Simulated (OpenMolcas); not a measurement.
**Cr5+, Mo5+, W5+: d down the group**

```
Program             : OpenMolcas
Method              : RASSCF
Basis               : ANO-RCC-VTZP
Scalar Hamiltonian  : DKH2, point nucleus
Spin-orbit coupling : state interaction with AMFI integrals over the reference wave functions, term energies averaged over their components
```

Active space for each ion: 7 electrons in 8 orbitals (RAS1 p, at most 2 holes; RAS2 d).

Computed levels in cm-1 above ²D_3/2:

```tsv
Level	Cr5+	Mo5+	W5+
²D_5/2	979	2722	9926
weight of ²D in the lowest level (%)	100	100	100
```

Measured, with the error of the calculation in %. Measured levels: Cr5+ from Sugar and Corliss, J. Phys. Chem. Ref. Data 6, 317 (1977); Mo5+ from Sugar and Musgrove, J. Phys. Chem. Ref. Data 17, 155 (1988); W5+ from the list in J. Phys. B 45, 035002 (2012).

```json
{"Level": "²D_5/2", "Cr5+": "940 (+4.2)", "Mo5+": "2584 (+5.3)", "W5+": "8709 (+14.0)"}
```

The fine-structure level ²D_5/2 changes by a factor of 10.1 from Cr5+ to W5+.

Without dynamic correlation excited terms often stand tens of per cent too high (terms of higher spin than the ground term too low), and those without a measured partner can miss by more than the paired ones. Active for correlation alone: 3p; no level in the range computed is led by a configuration that opens it, so any true level of that kind is missing (holds for Cr5+). Active for correlation alone: 4p; no level in the range computed is led by a configuration that opens it, so any true level of that kind is missing (holds for Mo5+). Active for correlation alone: 5p; no level in the range computed is led by a configuration that opens it, so any true level of that kind is missing (holds for W5+). Measured partners are found by configuration, term and J. A level has none where our copy of the source lacks it or the pairing is in doubt (some pairs that miss far off the trend of their configuration count as doubtful), and it then counts in no deviation. Levels of configurations outside the active space are missing.
